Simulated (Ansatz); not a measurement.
CH6O3Sn, SMILES `C[O][SnH]([OH])[OH]`. Charge 0, multiplicity 1. Sn takes the def2 core potential.

```xyz
11

C    -1.5960    0.4816    0.5723
O    -0.7301    0.9760   -0.4241
Sn    1.0804    0.2700   -0.6087
O     0.9395   -1.5693   -1.2655
O     1.8861    0.0346    1.1494
H    -1.8638   -0.5701    0.4061
H    -1.1670    0.5705    1.5775
H    -2.5163    1.0712    0.5427
H     1.9611    1.3382   -1.5779
H     0.1606   -1.7202   -1.8068
H     1.8455   -0.8825    1.4349
```

List the harmonic frequencies (cm⁻¹, unscaled) at PBE0-D4/def2-TZVP in Ansatz. (An estimate is asked.)

Computed: 52, 84, 120, 129, 178, 182, 247, 260, 534, 549, 571, 630, 645, 829, 864, 1112, 1177, 1193, 1475, 1493, 1499, 2010, 2998, 3058, 3095, 3880, 3890.

Is this a minimum?

Yes, all 27 modes are real.

Give the ideal-gas thermochemistry at 298.15 K and 1 bar (rigid rotor, harmonic oscillator; point group C1, symmetry number 1).

Zero-point energy 195.9 kJ/mol; H(298) − E = 222.1 kJ/mol; entropy 395.4 J/(mol·K), of which translation 173.9, rotation 114.4, vibration 107.0; G(298) − E = 104.2 kJ/mol. Modes under 100 cm⁻¹ are hindered rotations or soft bends, so the harmonic entropy is rough.
